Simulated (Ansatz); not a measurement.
`CBCC` + `N[SiH3]` → `CCBN[SiH3]` + CH₄  (ligand exchange at a B–C bond)

Gas-phase electronic energies from Ansatz, PBE0-D4/def2-TZVP geometries. CBS: MP2 limit from def2 TZ/QZ plus the TZ coupled-cluster correction, frozen cores. This one scheme is used for every species. Functionals use def2-TZVPP. B3LYP here is the variant with VWN-RPA as its local correlation; programs differ in this. One conformer a species, not always the lowest.

| level | ΔE (kJ/mol) |
| --- | --- |
| B3LYP-D4 | -138.1 |
| CCSD/def2-TZVPP | -136.8 |
| CCSD(T)/def2-TZVPP | -138.9 |
| CCSD/CBS(def2) | -134.1 |

**Question.** What does CCSD(T)/CBS give? (Best estimate.)

**Answer.** Ansatz gave: -136.1 kJ/mol. The listed levels differ from it by -2.0, -0.7, -2.8, 2.0 kJ/mol.

Largest T1 diagnostic among the species: 0.011.

In def2-TZVPP, CCSD(T) changes the Hartree–Fock value by −4.9 kJ/mol (the triples alone add −2.0 kJ/mol) and MP2 by −5.8 kJ/mol.
